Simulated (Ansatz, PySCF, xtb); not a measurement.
Donor–acceptor adduct: AlH3 (SMILES [AlH3]) (first 4 atoms) with AsH3 (SMILES [AsH3]); geometry from B3LYP-D3(BJ)/def2-TZVP, rigid monomers moved along the line of their centres of mass till Al1···As5 is 4.80 Å.
(charge 0, multiplicity 1):
```xyz
8

Al     0.282     0.625     0.561
H     -0.540    -0.293    -0.441
H     -0.247     2.091     0.870
H      1.812     0.289     0.830
As    -1.399    -1.382     4.589
H     -0.934    -0.882     5.937
H     -1.180    -2.853     4.853
H     -2.880    -1.360     4.886
```

Counterpoise-corrected where a basis set is named; no monomer relaxation.

Programs: Ansatz (Gaussian basis) for Hartree–Fock, density functionals and correlated methods; PySCF for the dispersion terms; xtb for the GFN methods. 

**Question.** Predict the interaction energy from GFN1-xTB.

**Answer.** -101 meV

**Question.** What is the computed interaction energy (HF/def2-TZVPPD)?

**Answer.** -66 meV

**Question.** Estimate the interaction energy that PBE-D4/def2-TZVPPD returns for this input.

**Answer.** -78 meV

Ansatz is an electronic-structure program.
